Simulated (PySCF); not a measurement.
Compound: C₅H₇NSSi.
Numbering: `[N:1]#[C:2][CH2:3][C@H:4]1[SiH2:5][CH:6]=[CH:7][S:8]1`

Cartesian coordinates in Å at the GFN2-xTB level; atoms count from 1:
```
atom  x, y, z in Å
N1    -3.256   -1.465   -0.153
C2    -2.541   -0.601   -0.376
C3    -1.628    0.483   -0.624
C4    -0.449    0.413    0.350
Si5    0.646   -1.162    0.121
C6     2.138   -0.236   -0.515
C7     2.041    1.096   -0.490
S8     0.606    1.891    0.083
H9    -2.173    1.427   -0.509
H10   -1.271    0.418   -1.656
H11   -0.827    0.508    1.369
H12    0.838   -1.814    1.416
H13    0.019   -2.039   -0.868
H14    3.043   -0.697   -0.875
H15    2.811    1.785   -0.801
```

Probes without a nucleus sit at each ring's centroid and 1 Å off its mean plane on both sides; NICS is minus the shielding there, NICSzz its component along the normal. Level: GIAO PBE0/pcSseg-1 (PySCF, non-relativistic, gas phase) on the GFN2-xTB geometry, one conformer.

Ring bond lengths (Å), with Mayer bond orders in brackets: C4–Si5 1.931 (0.78), Si5–C6 1.868 (0.91), C6–C7 1.335 (1.82), C7–S8 1.737 (1.07), S8–C4 1.836 (1.01).

Q: Give the NICS values of each ring in ppm.

A: 
```csv
ring,type,NICS(0),"NICS(1), two faces","NICS(1)zz, two faces",rms pucker (Å),"centre to ring atoms, mean (Å)"
C4–Si5–C6–C7–S8,"5-membered ring with S and Si; formal bonds 1 double, 4 single",-4.6,-2.8 / -3.2,-1.4 / -1.2,0.05,1.47
```

Q: What can be read from them?

A: 
- C4–Si5–C6–C7–S8: mean NICS(1)zz -1.3 ppm, near zero. C4, Si5 have four or more neighbours, and the NICS criterion for π rings isn't applied.

Q: What field does 11.7 T along the ring normal induce along that normal at the first NICS(1) probe listed for ring C4–Si5–C6–C7–S8, 1 Å off the ring?

A: NICSzz × B0 = -1.4 ppm × 11.7 T = -16 μT, against the applied field.
